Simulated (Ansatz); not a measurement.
```xyz
2

F     0.0000    0.0000   -0.7433
F     0.0000    0.0000    0.7433
```

Basis set: 6-31G* (spherical functions). Correlated methods keep 2 orbitals frozen. Charge 0, multiplicity 1.

Computed with Ansatz (development build ahead of 0.2.0); each method stands on the lowest determinant of its kind that the runs found. Restricted open shells among the atoms or ions are ROHF, correlated in semicanonical orbitals with singles.

(1) Give the atomization energy at this shape (free ground-state atoms in the same class of orbitals less the molecule, no zero-point energy) of singlet F2 by RHF-MP2, RHF.

Results:

(1)

| method | atomization energy |
| --- | --- |
| RHF-MP2 | 149.3 kJ/mol |
| RHF | -161.9 kJ/mol |

Caution: in another basis set an unrestricted determinant lies well below. Caution for RHF-MP2: bonds are stretched, where a single reference can fail. Caution for RHF: the molecule lies well above its atoms at this level.
